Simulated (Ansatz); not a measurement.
Abridged output of a molecular run in Ansatz:

```
Functional definition: HF
  name "HF"
  cite "Fock, Z. Phys. 61, 126 (1930) doi:10.1007/BF01340294"
  parent pbe
  exchange = exact_x
  correlation = 0
1657 factors; integrals over basis functions are off by at most 1.1e-3 eV
mean field evaluation 1: about -21989.1407 eV, gradient 4.3e1 eV
mean field evaluation 2: about -21989.3855 eV, gradient 4.3e1 eV
mean field evaluation 4: about -21993.9592 eV, gradient 4.3e0 eV
mean field evaluation 8: about -21994.0393 eV, gradient 2.8e-1 eV
mean field -21994.03984322 eV, -808.2660561427 hartree, gradient 3.6e-6 eV, S^2 0.000000; 0 other end points of the search recorded, 0 dependent functions left out
13 core orbitals not correlated: weight in the atoms' cores, before any rotation towards them, 1.000 or more for the frozen orbitals, at most 0.000 for the correlated occupied ones
reference -21994.03984322 eV, -808.2660561427 hartree; 15, 15 occupied and 261, 261 virtual orbitals, 1657 factors
second order -21.70095631 eV of doubles, -0.00000000 eV of singles
cycle   1  -22.70526388 eV  change    -1.0e0 eV  update   1.0e-1
cycle   2  -23.27515963 eV  change   -5.7e-1 eV  update   2.9e-2
cycle   3  -23.36949773 eV  change   -9.4e-2 eV  update   1.5e-2
cycle   4  -23.35955883 eV  change    9.9e-3 eV  update   4.3e-3
cycle   5  -23.35845131 eV  change    1.1e-3 eV  update   2.2e-3
cycle   6  -23.35845623 eV  change   -4.9e-6 eV  update   7.0e-4
cycle   7  -23.35829464 eV  change    1.6e-4 eV  update   2.7e-4
cycle   8  -23.35834195 eV  change   -4.7e-5 eV  update   9.2e-5
cycle   9  -23.35837266 eV  change   -3.1e-5 eV  update   3.1e-5
perturbative correction -0.96539958 eV, -0.0354777800 hartree
Total energy: -22018.36361546 eV, -809.1599382851 hartree
```

Its atoms:

Cartesian coordinates in Å:
```
N 1.2857 1.1345 0.5917
Si -0.4257 1.1474 0.4240
C -1.0322 -0.6204 0.1782
B -0.3885 -1.1955 -1.0992
S 1.1844 -2.0444 -1.1451
H 1.8569 0.7683 -0.1546
H 1.7415 1.9095 1.0458
H -0.9536 1.9700 -0.7048
H -0.9688 1.7142 1.6871
H -0.7668 -1.1558 1.0943
H -2.1214 -0.5486 0.0932
H -0.8697 -1.0394 -2.1833
H 1.4581 -2.0400 0.1726
```

Problem. Which basis set was used?
A. def2-TZVPP
B. def2-SVPD
C. def2-QZVPP
D. cc-pV(D+d)Z

Solution. A. It gives 289 functions.

Problem. Write the keys of the input that set method, charge and spin (a neutral closed shell needs none for the last two).

Solution. 
```yaml
correlation: {method: ccsd_t}
```
